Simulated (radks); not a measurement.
Species: Ti4+. Configuration: [Ar]. Calculated with a radial shooting solver on a logarithmic mesh with Libxc functionals: non-relativistic Kohn-Sham, r2SCAN, spin-polarised, spherical densities, point nucleus; meta-GGA in the generalised Kohn-Sham scheme. Some entries of the table are withheld. Estimate them.

orbital,occ.,eigenvalue (hartree),<1/r> (bohr^-1)
1s,2,-180.4621,21.52
2s,2,-21.82414,4.512
2p,6,-18.51776,4.432
3s,2,-4.22960,1.425
3p,6,-3.31676,(1)
3d,0,(2),(3)
4s,0,-1.25976,0.5545

Answer. 
(1) 3p <1/r> (bohr^-1): 1.322
(2) 3d eigenvalue (hartree): -1.89832
(3) 3d <1/r> (bohr^-1): 1.098
